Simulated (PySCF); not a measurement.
Below is a simulated gas-phase Si 2p photoelectron spectrum of `O[SiH2][SeH]`.

Every computed line was given a Gaussian of 0.7 eV full width at half maximum and an area set by the number of equivalent atoms (split 2:1 within a doublet); the highest printed point is 100. Computed, not measured: delta-SCF UKS SCAN, pcX-2 on the ionised atom, pcseg-1 elsewhere, spin-free X2C in PySCF 2.14.0.

| binding energy (eV) | intensity |
| --- | --- |
| 106.8 | 0 |
| 106.9 | 1 |
| 107.0 | 2 |
| 107.1 | 5 |
| 107.2 | 10 |
| 107.3 | 19 |
| 107.4 | 33 |
| 107.5 | 51 |
| 107.6 | 70 |
| 107.7 | 87 |
| 107.8 | 98 |
| 107.9 | 100 |
| 108.0 | 95 |
| 108.1 | 86 |
| 108.2 | 76 |
| 108.3 | 68 |
| 108.4 | 61 |
| 108.5 | 54 |
| 108.6 | 45 |
| 108.7 | 35 |
| 108.8 | 25 |
| 108.9 | 16 |
| 109.0 | 9 |
| 109.1 | 5 |
| 109.2 | 2 |
| 109.3 | 1 |
| 109.4 | 0 |
| 109.5 | 0 |

How many maxima does the curve show, and how many computed lines lie under it?

The curve has 1 maximum (at 107.9 eV). Under it lie 2 lines from 1 inequivalent silicon site, drawn as a 2p3/2, 2p1/2 pair. At this width some lines have no maximum of their own.

Decompose the envelope and assign each component. Numbering: `[OH:1][SiH2:2][SeH:3]`.

| position (eV) | relative area | line | atoms | environment |
| --- | --- | --- | --- | --- |
| 107.83 | 0.67 | Si 2p3/2 | Si2 | oxygen-bound silicon |
| 108.46 | 0.33 | Si 2p1/2 | Si2 | oxygen-bound silicon |

What are the centre and the root-mean-square width of the whole band?

The area-weighted mean of the lines is 108.04 eV. Their own spread about it is 0.29 eV (rms) and each Gaussian has σ = 0.7/2.355 = 0.30 eV; the variances add, which gives 0.42 eV.

No satellites, vibrations or lifetime broadening are included. For 2p shells one spin-free hole was relaxed; a mean-field spin–orbit operator and the ground-state splitting of the three 2p orbitals were then diagonalised within the shell. The shell's mean is (2 × 2p3/2 + 2p1/2)/3, and the degeneracies 2j + 1 give areas of 2:1. 2p1/2 minus 2p3/2 (ligand field included): Si 0.62 eV. The structure is a single PBE0-D3(BJ)/def2-SVP conformer in the gas phase; no vibrational or solvent corrections.

The run took 10 s wall on Arm Neoverse V1, one thread, on a shared host.

The values belong to the conformer `[OH:1][SiH2:2][SeH:3]`: H–O1–Si2–Se3 -50°, H–Se3–Si2–O1 -64°.
